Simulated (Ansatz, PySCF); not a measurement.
Ga(F)(Br)(OH) (BrFGaHO), SMILES [Ga]([Br])([F])[OH]. Atoms are numbered in the order given.

```xyz
5

Ga     0.0194     0.7315     0.0000
F     -1.4797     1.6256     0.0000
Br    -0.0272    -1.5161     0.0000
O      1.5307     1.6404     0.0000
H      1.3954     2.5954     0.0000
```

Coordinates come from a PBE0-D3(BJ)/def2-SVP optimisation. The structure was generated by enumeration; whether it is a known compound was not checked. Other conformers were not sampled.

Two levels are set side by side: PBE-D3(BJ)/def2-SVP (Ansatz, a first-principles code) and PBE0-D3(BJ)/def2-SVP (Ansatz). Each level has its own optimised geometry; the coordinates shown are those of the second. Frequencies come from the Hessian of PySCF at each geometry. Differences are taken from unrounded values.

```json
[
 {"quantity": "mean bond length (Å)", "PBE0-D3(BJ)": "1.680"},
 {"quantity": "bond Ga1–F2 (Å)", "PBE0-D3(BJ)": "1.745"},
 {"quantity": "bond Ga1–Br3 (Å)", "PBE0-D3(BJ)": "2.248"},
 {"quantity": "bond Ga1–O4 (Å)", "PBE0-D3(BJ)": "1.763"},
 {"quantity": "bond O4–H5 (Å)", "PBE0-D3(BJ)": "0.964"},
 {"quantity": "highest harmonic wavenumber (cm⁻¹)", "PBE0-D3(BJ)": "3895"},
 {"quantity": "mean harmonic wavenumber (cm⁻¹)", "PBE0-D3(BJ)": "815"},
 {"quantity": "zero-point energy (kcal/mol)", "PBE0-D3(BJ)": "10.49"}
]
```

Q: What does PBE-D3(BJ) give, and how far is it from PBE0-D3(BJ)? (An estimate is asked for; the answer gives what the named calculation found.)

A: 
```tsv
quantity	PBE-D3(BJ)	PBE-D3(BJ) minus PBE0-D3(BJ)
mean bond length (Å)	1.699	0.019
bond Ga1–F2 (Å)	1.765	0.019
bond Ga1–Br3 (Å)	2.268	0.019
bond Ga1–O4 (Å)	1.786	0.023
bond O4–H5 (Å)	0.977	0.013
highest harmonic wavenumber (cm⁻¹)	3710	-185
mean harmonic wavenumber (cm⁻¹)	782	-33
zero-point energy (kcal/mol)	10.06	-0.43
```

GGA bonds tend to be longer and softer than those of functionals with exact exchange. Differences between two approximate levels are no errors against the true value.
